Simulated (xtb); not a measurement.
xtb job for GeH₄SeZn, SMILES [SeH][Zn][GeH3], GFN2-xTB. 

```
$ xtb mol.xyz --gfn 2 --sp --chrg 0 --uhf 0 --json
$ cat mol.xyz
7

Zn     0.37307908    -0.07603592     0.10691477
Se     0.70850381     1.28886136    -1.78695392
H      2.12521228     1.34851634    -1.90694525
Ge    -1.03381112    -1.19969683     1.66335923
H     -1.34738890    -2.63314661     1.34942974
H     -0.57714451    -1.28031225     3.08769457
H     -2.40022482    -0.58496720     1.79131586
```

Log of the run:

```
[banner left out]
          |                Calculation Setup                |
           -------------------------------------------------



           -------------------------------------------------
          |                 G F N 2 - x T B                 |
           -------------------------------------------------

        Reference                      10.1021/acs.jctc.8b01176
      * Hamiltonian:
        H0-scaling (s, p, d)           1.850000    2.230000    2.230000
        zeta-weighting                 0.500000
      * Dispersion:
        s8                             2.700000
        a1                             0.520000
        a2                             5.000000
        s9                             5.000000
      * Repulsion:
        kExp                           1.500000    1.000000
        rExp                           1.000000
      * Coulomb:
        alpha                          2.000000
        third order                    shell-resolved
        anisotropic                    true
        a3                             3.000000
        a5                             4.000000
        cn-shift                       1.200000
        cn-exp                         4.000000
        max-rad                        5.000000


          ...................................................
          :                      SETUP                      :
          :.................................................:
          :  # basis functions                  28          :
          :  # atomic orbitals                  26          :
          :  # shells                           12          :
          :  # electrons                        16          :
          :  max. iterations                   250          :
          :  Hamiltonian                  GFN2-xTB          :
          :  restarted?                      false          :
          :  GBSA solvation                  false          :
          :  PC potential                    false          :
          :  electronic temp.          300.0000000     K    :
          :  accuracy                    1.0000000          :
          :  -> integral cutoff          0.2500000E+02      :
          :  -> integral neglect         0.1000000E-07      :
          :  -> SCF convergence          0.1000000E-05 Eh   :
          :  -> wf. convergence          0.1000000E-03 e    :
          :  Broyden damping             0.4000000          :
          :  net charge                          0          :
          :  unpaired electrons                  0          :
          ...................................................

 iter      E             dE          RMSdq      gap      omega  full diag
   1     -7.7084461 -0.770845E+01  0.114E+01    4.16       0.0  T
   2     -7.7034064  0.503966E-02  0.451E+00    3.93       1.0  T
   3     -7.5924975  0.110909E+00  0.751E+00    3.82       1.0  T
   4     -7.7194127 -0.126915E+00  0.310E+00    3.99       1.0  T
   5     -7.7409614 -0.215487E-01  0.609E-01    3.95       1.0  T
   6     -7.7411537 -0.192250E-03  0.196E-01    3.96       1.0  T
   7     -7.7411704 -0.167294E-04  0.153E-01    3.93       1.0  T
   8     -7.7412001 -0.296585E-04  0.651E-02    3.94       1.0  T
   9     -7.7412033 -0.325378E-05  0.271E-02    3.95       1.4  T
  10     -7.7412044 -0.109624E-05  0.481E-03    3.95       7.9  T
  11     -7.7412044  0.839268E-08  0.281E-03    3.95      13.5  T
  12     -7.7412044 -0.177879E-07  0.536E-04    3.95      70.6  T
  13     -7.7412044 -0.467545E-09  0.152E-04    3.95     247.9  T

   *** convergence criteria satisfied after 13 iterations ***

         #    Occupation            Energy/Eh            Energy/eV
      -------------------------------------------------------------
         1        2.0000           -0.7417384             -20.1837
         2        2.0000           -0.6359732             -17.3057
         3        2.0000           -0.4953327             -13.4787
         4        2.0000           -0.4690164             -12.7626
         5        2.0000           -0.4559586             -12.4073
         6        2.0000           -0.4554498             -12.3934
         7        2.0000           -0.3940397             -10.7224
         8        2.0000           -0.3891546             -10.5894 (HOMO)
         9                         -0.2439267              -6.6376 (LUMO)
        10                         -0.1792080              -4.8765
        11                         -0.1742338              -4.7411
        12                         -0.1687464              -4.5918
        13                         -0.0703206              -1.9135
       ...                                ...                  ...
        26                          1.6138616              43.9154
      -------------------------------------------------------------
                  HL-Gap            0.1452279 Eh            3.9519 eV
             Fermi-level           -0.3165407 Eh           -8.6135 eV

 SCC (total)                   0 d,  0 h,  0 min,  0.008 sec
 SCC setup                      ...        0 min,  0.000 sec (  1.275%)
 Dispersion                     ...        0 min,  0.000 sec (  1.083%)
 classical contributions        ...        0 min,  0.000 sec (  0.217%)
 integral evaluation            ...        0 min,  0.001 sec ( 14.070%)
 iterations                     ...        0 min,  0.004 sec ( 52.674%)
 molecular gradient             ...        0 min,  0.002 sec ( 28.695%)
 printout                       ...        0 min,  0.000 sec (  1.765%)

         :::::::::::::::::::::::::::::::::::::::::::::::::::::
         ::                     SUMMARY                     ::
         :::::::::::::::::::::::::::::::::::::::::::::::::::::
         :: total energy              -7.710102734430 Eh    ::
         :: gradient norm              0.000157395600 Eh/a0 ::
         :: HOMO-LUMO gap              3.951852711028 eV    ::
         ::.................................................::
         :: SCC energy                -7.741204699631 Eh    ::
         :: -> isotropic ES            0.037393732268 Eh    ::
         :: -> anisotropic ES          0.002401244221 Eh    ::
         :: -> anisotropic XC          0.002147880188 Eh    ::
         :: -> dispersion             -0.003583711664 Eh    ::
         :: repulsion energy           0.031101965200 Eh    ::
         :: add. restraining           0.000000000000 Eh    ::
         :: total charge              -0.000000000000 e     ::
         :::::::::::::::::::::::::::::::::::::::::::::::::::::

           -------------------------------------------------
          |                Property Printout                |
           -------------------------------------------------

    * Orbital Energies and Occupations

         #    Occupation            Energy/Eh            Energy/eV
      -------------------------------------------------------------
         1        2.0000           -0.7417384             -20.1837
         2        2.0000           -0.6359732             -17.3057
         3        2.0000           -0.4953327             -13.4787
         4        2.0000           -0.4690164             -12.7626
         5        2.0000           -0.4559586             -12.4073
         6        2.0000           -0.4554498             -12.3934
         7        2.0000           -0.3940397             -10.7224
         8        2.0000           -0.3891546             -10.5894 (HOMO)
         9                         -0.2439267              -6.6376 (LUMO)
        10                         -0.1792080              -4.8765
        11                         -0.1742338              -4.7411
        12                         -0.1687464              -4.5918
Note: The following floating-point exceptions are signalling: IEEE_UNDERFLOW_FLAG IEEE_DENORMAL
normal termination of xtb
        13                         -0.0703206              -1.9135
        14                         -0.0570095              -1.5513
        15                         -0.0387558              -1.0546
        16                         -0.0188536              -0.5130
        17                         -0.0123700              -0.3366
        18                         -0.0110563              -0.3009
        19                          0.0663022               1.8042
       ...                                ...                  ...
        26                          1.6138616              43.9154
      -------------------------------------------------------------
                  HL-Gap            0.1452279 Eh            3.9519 eV
             Fermi-level           -0.3165407 Eh           -8.6135 eV

     #   Z          covCN         q      C6AA      α(0)
     1  30 Zn       1.740     0.255   122.165    21.591
     2  34 Se       1.763    -0.462   251.695    27.646
     3   1 H        0.926     0.194     1.127     1.660
     4  32 Ge       3.717     0.043   171.069    23.482
     5   1 H        0.938    -0.010     3.240     2.814
     6   1 H        0.938    -0.014     3.305     2.842
     7   1 H        0.937    -0.006     3.157     2.778

 Mol. C6AA /au·bohr⁶  :       2149.242980
 Mol. C8AA /au·bohr⁸  :     143499.359408
 Mol. α(0) /au        :         82.813393


Wiberg/Mayer (AO) data.
largest (>0.10) Wiberg bond orders for each atom

 ---------------------------------------------------------------------------
     #   Z sym  total        # sym  WBO       # sym  WBO       # sym  WBO
 ---------------------------------------------------------------------------
     1  30 Zn   1.757 --     2 Se   0.846     4 Ge   0.681
     2  34 Se   1.955 --     3 H    0.924     1 Zn   0.846     4 Ge   0.163
     3   1 H    0.962 --     2 Se   0.924
     4  32 Ge   3.426 --     6 H    0.871     5 H    0.862     7 H    0.849
                             1 Zn   0.681     2 Se   0.163
     5   1 H    0.977 --     4 Ge   0.862
     6   1 H    0.978 --     4 Ge   0.871
     7   1 H    1.000 --     4 Ge   0.849
 ---------------------------------------------------------------------------

Topologies differ in total number of bonds
Writing topology from bond orders to xtbtopo.mol

molecular dipole:
                 x           y           z       tot (Debye)
 q only:        0.326      -0.672       0.919
   full:        0.630      -0.721       0.988       3.496
molecular quadrupole (traceless):
                xx          xy          yy          xz          yz          zz
 q only:        4.650       0.678      -1.338      -1.064       3.072      -3.312
  q+dip:        7.401      -2.031      -0.948       2.666       8.375      -6.453
   full:        8.497      -2.100      -1.477       2.739       8.465      -7.021


           -------------------------------------------------
          | TOTAL ENERGY               -7.710102734430 Eh   |
          | GRADIENT NORM               0.000157395600 Eh/α |
          | HOMO-LUMO GAP               3.951852711028 eV   |
           -------------------------------------------------

------------------------------------------------------------------------
------------------------------------------------------------------------
 total:
 SCF:
```

The run converged.
